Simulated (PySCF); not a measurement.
H6S. Atoms are numbered in the order given.

```xyz
7

S      0.0000     0.0000     0.0000
H      0.0000     1.4063     0.0000
H      0.0000    -1.4063     0.0000
H     -1.4063     0.0000     0.0000
H      1.4063     0.0000     0.0000
H      0.0000     0.0000     1.4063
H      0.0000     0.0000    -1.4063
```

The structure is a stationary point at ωB97X-D3(BJ)/def2-TZVP.

Computed with PySCF with PBE/def2-TZVPD.

Symmetry labels are those of the subgroup D2h that the program uses (full group Oh).

Q: List the valence orbital energies around the gap with their symmetry. (Estimate from the structure and the level; the computed values follow.)

A: 
```tsv
orbital	symmetry	energy (eV)
HOMO−7	B2u	-157.38
HOMO−6	B3u	-157.38
HOMO−5	Ag	-20.73
HOMO−4	B1u	-12.19
HOMO−3	B2u	-12.19
HOMO−2	B3u	-12.19
HOMO−1	Ag	-5.65
HOMO	Ag	-5.65
LUMO	Ag	-1.93
LUMO+1	B1u	0.28
LUMO+2	B2u	0.28
LUMO+3	B3u	0.28
```
